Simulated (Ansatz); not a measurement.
`C[O][AlH][GeH3]` and `C[O][AlH][NH2]` differ in one atom or group.

Ansatz, PBE0-D4/def2-TZVP geometries, multiplicity 1. Each molecule was computed in one conformer, which needn't be the lowest.

Scalar relativity is left out up to krypton.

```json
{"property": "LUMO energy (PBE/def2-TZVPP) / eV", "`C[O][AlH][GeH3]`": "-2.10"}
{"property": "LUMO energy (ωB97M-V/def2-TZVPP) / eV", "`C[O][AlH][GeH3]`": "0.27"}
{"property": "HOMO–LUMO gap (ωB97M-V/def2-TZVPP) / eV", "`C[O][AlH][GeH3]`": "9.75"}
{"property": "HOMO energy (PBE/def2-TZVPP) / eV", "`C[O][AlH][GeH3]`": "-6.26"}
{"property": "HOMO–LUMO gap (B3LYP/def2-TZVPP) / eV", "`C[O][AlH][GeH3]`": "5.69"}
{"property": "HOMO–LUMO gap (PBE/def2-TZVPP) / eV", "`C[O][AlH][GeH3]`": "4.16"}
```

Task: What does the change do to each property? (Best estimate.)

Result: Computed: 
| property | `C[O][AlH][NH2]` | shift |
| --- | --- | --- |
| LUMO energy (PBE/def2-TZVPP) / eV | -0.61 | 1.49 |
| LUMO energy (ωB97M-V/def2-TZVPP) / eV | 1.68 | 1.41 |
| HOMO–LUMO gap (ωB97M-V/def2-TZVPP) / eV | 11.38 | 1.63 |
| HOMO energy (PBE/def2-TZVPP) / eV | -5.89 | 0.37 |
| HOMO–LUMO gap (B3LYP/def2-TZVPP) / eV | 6.98 | 1.29 |
| HOMO–LUMO gap (PBE/def2-TZVPP) / eV | 5.28 | 1.12 |

With PBE0 the HOMO rises by 0.13 eV and the LUMO rises by 1.52 eV, so the gap widens by about 1.39 eV. PBE moves the HOMO by 0.37 eV and ωB97M-V by -0.21 eV.

B3LYP here is the variant with VWN-RPA as its local correlation; programs differ in this.
